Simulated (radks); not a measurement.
The tantalum ion Ta40+, 33 electrons, occupied as [Ar] 3d10 4s2 4p3 (the NIST ground configuration).

All-electron calculation, scalar-relativistic Kohn-Sham, PBEsol, spin-polarised, spherical densities, finite nucleus; open shells are filled with parallel spins first (spin-orbit coupling, left out, can overturn this in heavy ions); Fermi nuclear charge, rms radius 5.3507 fm. Program: a radial shooting solver on a logarithmic mesh with Libxc functionals.

Energy parts (eV):
part                      energy
total                 -396947.74
kinetic                438565.23
electron-nucleus      -913366.67
Hartree                 84377.96
exchange-correlation    -6524.27

Orbitals (lengths in bohr, moments of r in powers of bohr):
[
 {"orbital": "1s up", "occ.": "1", "eigenvalue (eV)": "-69172.80", "<r^4>": "6.212e-07"},
 {"orbital": "1s down", "occ.": "1", "eigenvalue (eV)": "-69169.79", "<r^4>": "6.212e-07"},
 {"orbital": "2s up", "occ.": "1", "eigenvalue (eV)": "-13402.08", "<r^4>": "0.00009336"},
 {"orbital": "2s down", "occ.": "1", "eigenvalue (eV)": "-13400.36", "<r^4>": "0.00009334"},
 {"orbital": "2p up", "occ.": "3", "eigenvalue (eV)": "-11979.16", "<r^4>": "0.00007269"},
 {"orbital": "2p down", "occ.": "3", "eigenvalue (eV)": "-11976.59", "<r^4>": "0.00007269"},
 {"orbital": "3s up", "occ.": "1", "eigenvalue (eV)": "-4408.523", "<r^4>": "0.003238"},
 {"orbital": "3s down", "occ.": "1", "eigenvalue (eV)": "-4405.760", "<r^4>": "0.003227"},
 {"orbital": "3p up", "occ.": "3", "eigenvalue (eV)": "-3983.632", "<r^4>": "0.003398"},
 {"orbital": "3p down", "occ.": "3", "eigenvalue (eV)": "-3980.508", "<r^4>": "0.003384"},
 {"orbital": "3d up", "occ.": "5", "eigenvalue (eV)": "-3501.250", "<r^4>": "0.002532"},
 {"orbital": "3d down", "occ.": "5", "eigenvalue (eV)": "-3498.349", "<r^4>": "0.002519"},
 {"orbital": "4s up", "occ.": "1", "eigenvalue (eV)": "-2079.846", "<r^4>": "0.04753"},
 {"orbital": "4s down", "occ.": "1", "eigenvalue (eV)": "-2065.018", "<r^4>": "0.04763"},
 {"orbital": "4p up", "occ.": "3", "eigenvalue (eV)": "-1919.977", "<r^4>": "0.05391"},
 {"orbital": "4p down", "occ.": "0", "eigenvalue (eV)": "-1905.207", "<r^4>": "0.05415"}
]

The highest occupied level is 4p up at -1920.0 eV. The spin density at the nucleus is -44.18 e/bohr^3 (1s -33.64, 2s 7.20, 3s -1.10, 4s -16.64). The density falls to 0.001 e/bohr^3 at r = 1.02 bohr.
